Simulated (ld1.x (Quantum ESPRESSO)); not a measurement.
**Transferability test, TM potential for fluorine**

F, norm-conserving Troullier–Martins (Kleinman–Bylander form), made with ld1.x (Quantum ESPRESSO) 7.5 (PBE, scalar-relativistic). Core [He], reference 2s2 2p5. Waves: 2p (bound): rc 1.60 bohr; 3d channel at 0.25 Ry: rc 1.40 bohr; 2s (bound): rc 0.60 bohr. Local part: the s channel. Core correction: none.

Energies are relative to the spin-unpolarised reference configuration 2s2 2p5; without spin polarisation the order of configurations can differ from experiment. The frozen-core shift is the all-electron ΔE with the core orbitals held at their reference shape minus the fully relaxed ΔE.

```csv
valence configuration,charge,ΔE all-electron (eV),error AE − PS (meV),frozen-core shift (meV)
2s2 2p4,+1,19.390,+32,+0.1
2s2 2p2,+3,118.413,+1333,+4.3
2s2 2p4.5,+0.5,7.543,+3.9,0.0
2s2 2p1,+4,204.215,+3834,+15
2s2 2p5.3,-0.3,-2.670,+0.5,0.0
```

What are ΔE and the potential's error for 2s1 2p6?

ΔE = 18.814 eV all-electron; the error (AE − PS) is +8.0 meV.

What are ΔE and the potential's error for 2s2 2p3?

ΔE = 57.775 eV all-electron; the error (AE − PS) is +317 meV.

Levels in the configuration 2s2 2p1:

| level | all-electron (eV) | pseudo (eV) |
| --- | --- | --- |
| 2s | -116.705 | -115.404 |
| 2p | -99.286 | -95.718 |
